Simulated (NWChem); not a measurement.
System: CH6ClNSi; SMILES [Si@H](N)(C)Cl

```xyz
10

C     -1.3687    -1.4183     0.2397
Si     0.0524    -0.3758    -0.3916
N      1.5505    -1.0656     0.1064
Cl    -0.2685     1.5923     0.3060
H     -1.3062    -2.4322    -0.1713
H     -1.3517    -1.4908     1.3333
H     -2.3315    -0.9842    -0.0489
H      0.0998    -0.2522    -1.8661
H      2.4140    -0.7053    -0.2843
H      1.6835    -1.3243     1.0780
```
Atoms are numbered in this order, from 1.

Results from NWChem. Pople sets run with spherical d functions. Geometry: optimised at B3LYP/6-31G* (spherical d). B3LYP is NWChem's, with the RPA form of VWN correlation. Level: B3LYP/6-31G* with SMD (1 M gas to 1 M solution), gas-phase geometry. Reactions with the solvent are ignored.

```csv
solvent,dielectric constant,solvation free energy (kcal/mol),cavity-dispersion-structure term (kcal/mol),dipole in solution (D)
water,78.4,-2.6,3.6,2.97
tetrahydrofuran,7.43,-5.2,0.2,2.88
diethyl ether,4.24,-5.3,___,___
"N,N-dimethylformamide",37.2,-5.4,0.8,2.96
```

Q: What belongs in the gaps?

A: 
- diethyl ether, cavity-dispersion-structure term (kcal/mol): -0.5
- diethyl ether, dipole in solution (D): 2.82
